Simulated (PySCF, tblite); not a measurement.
A database entry of computed molecular properties. Lists by class give the value and the number of equivalent atoms.

```json
{
 "formula": "C4H9SSi2",
 "smiles": "[CH2][SiH2]C#C[SiH2]SC",
 "inchi": "InChI=1S/C4H9SSi2/c1-5-7-4-3-6-2/h2,6-7H2,1H3",
 "charge": 0,
 "multiplicity": 2,
 "geometry_level": "GFN2-xTB",
 "atoms_angstrom": [
  ["C", 2.66, -1.582, 0.352],
  ["Si", 2.722, -0.064, -0.695],
  ["C", 1.037, 0.72, -0.607],
  ["C", -0.061, 1.226, -0.532],
  ["Si", -1.763, 1.903, -0.308],
  ["S", -2.61, 0.875, 1.39],
  ["C", -2.423, -0.846, 0.834],
  ["H", 2.205, -1.587, 1.328],
  ["H", 3.076, -2.524, 0.045],
  ["H", 3.673, 0.938, -0.186],
  ["H", 3.008, -0.397, -2.094],
  ["H", -2.577, 1.585, -1.481],
  ["H", -1.779, 3.301, 0.087],
  ["H", -1.387, -1.03, 0.566],
  ["H", -2.715, -1.48, 1.664],
  ["H", -3.074, -1.028, -0.016]
 ],
 "electronic_structure_code": "PySCF",
 "results": {
  "GFN2-xTB geometry": {
   "point_group": "C1",
   "rotational_constants_GHz": [2.569, 0.595, 0.508]
  },
  "GFN2-xTB harmonic vibrations, gas phase": {
   "strongest_ir_bands_cm-1_km_per_mol_modes": [
    [693.5, 237.6, 1],
    [742.0, 217.3, 1],
    [2165.2, 302.0, 1],
    [2229.5, 296.9, 1],
    [2256.0, 292.8, 1],
    [2347.2, 232.6, 1]
   ],
   "zpe_kcal_per_mol": 64.5
  },
  "UKS B3LYP, pcH-1 on C H S Si, non-relativistic, mean-field spin-orbit, GIAO": {
   "g_iso": 2.00259,
   "g_tensor": [2.00218, 2.00275, 2.00285],
   "s2": 0.753,
   "a_iso_by_class_MHz": [
    ["13C", 82.0, 1],
    ["1H", -58.9, 2],
    ["29Si", 47.7, 1],
    ["1H", 42.0, 2],
    ["13C", 28.7, 1]
   ],
   "spin_populations_mulliken_by_atom": [1.05, -0.03, 0.01, 0.01, 0.0, 0.0, 0.0, -0.04, -0.04, 0.04, 0.0, 0.0, 0.0, 0.0, 0.0, 0.0]
  }
 }
}
```

The rotational constants make it an asymmetric top with κ = (2B − A − C)/(A − C) = -0.92, nearer the prolate limit (−1). ⟨S²⟩ is 0.003 above the pure-spin value S(S + 1) = 0.75.

 In GFN2-xTB open shells enter through the occupations alone, without spin polarisation, so single modes can be far off. Hyperfine couplings depend on the geometry, which wasn't re-optimised at a DFT level. Couplings of like nuclei are plain means over topologically equivalent atoms, as if these changed places fast (by rotation of a methyl-like group, say); in this geometry the members of some sets differ.

For the EPR job (B3LYP), time: 1.8 min of wall time (with the writing of density and orbital grids); peak memory 1.0 GiB. Hardware: Arm Neoverse V1, one thread, shared host with 32 logical CPUs at a one-minute load of 21.

The values belong to the conformer `[CH2:1][SiH2:2][C:3]#[C:4][SiH2:5][S:6][CH3:7]`: C4–Si5–S6–C7 -56°.
